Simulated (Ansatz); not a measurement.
CF2 (SMILES F[C]F, charge +1) moved off its minimum; all values from Ansatz (a program for electronic structure), cores frozen in correlated methods. Open shells are unrestricted.
(charge 1, multiplicity 2)
```xyz
3

F     -1.07768    -0.16935     0.01952
C     -0.03243     0.35612    -0.03444
F      1.05195    -0.06868     0.00045
```

```
level               largest force (eV/Å)  on atom  rms difference from CCSD(T)/cc-pVTZ (eV/Å)  dipole (D)
------------------  --------------------  -------  ------------------------------------------  ----------
HF/def2-TZVPP                       3.75       C2                                       1.104           -
PBE/def2-TZVPP                      5.56       C2                                       0.353           -
r2SCAN/def2-TZVPP                   5.13       C2                                       0.033           -
B3LYP/def2-TZVPP                    4.98       C2                                       0.079           -
wB97M-V/def2-TZVPP                  5.00       C2                                       0.115           -
MP2/cc-pVTZ                         5.01       C2                                       0.070           -
CCSD(T)/cc-pVTZ                     5.12       C2                                       0.000           -
```

The differences count from one level among others, with limits of its own. Forces at CCSD(T)/cc-pVTZ (eV/Å):

```csv
atom,Fx,Fy,Fz
F1,-3.388,-2.590,0.258
C2,-0.713,5.051,-0.470
F3,4.101,-2.461,0.212
```
